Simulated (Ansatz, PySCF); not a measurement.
Process, species as SMILES: [SiH3]P -> [SiH3][PH-] + H+
Each molecule is optimised on its own at B3LYP-D3(BJ)/def2-TZVP (Ansatz, an electronic-structure program).

Wanted: gas-phase deprotonation energy (0 K, with B3LYP-D3(BJ) harmonic zero-point energies from PySCF), in eV. Valence correlation only, unless marked. Spin-orbit coupling is left out. No relativistic terms. Anions need diffuse functions: aug- sets have them; def2-D sets add few; the other sets have none. Basis-set limits of correlation are two-point, X^-3; Hartree-Fock from the larger set. [CCSD(T)-MP2]/basis is that difference in the basis named.

```json
[
 {"level": "HF/def2-QZVPPD", "program": "Ansatz", "gas-phase deprotonation energy (eV)": "15.45", "minus last row": "0.27"},
 {"level": "HSE06-D4/def2-TZVPD", "program": "Ansatz + dftd4", "gas-phase deprotonation energy (eV)": "15.19", "minus last row": "0.01"},
 {"level": "MP2/def2-SVPD", "program": "Ansatz", "gas-phase deprotonation energy (eV)": "15.31", "minus last row": "0.13"},
 {"level": "RI-MP2/CBS(aug-cc-pV(T+d)Z,aug-cc-pV(Q+d)Z)", "program": "Ansatz", "gas-phase deprotonation energy (eV)": "15.09", "minus last row": "-0.09"},
 {"level": "SCS-MP2/aug-cc-pV(T+d)Z", "program": "Ansatz", "gas-phase deprotonation energy (eV)": "15.25", "minus last row": "0.07"},
 {"level": "CCSD(T)/6-31G", "program": "Ansatz", "gas-phase deprotonation energy (eV)": "15.30", "minus last row": "0.12"},
 {"level": "RI-MP2/CBS(aug-cc-pV(T+d)Z,aug-cc-pV(Q+d)Z)+[CCSD(T)-MP2]/aug-cc-pV(T+d)Z", "program": "Ansatz", "gas-phase deprotonation energy (eV)": "15.18", "minus last row": "0.00"}
]
```
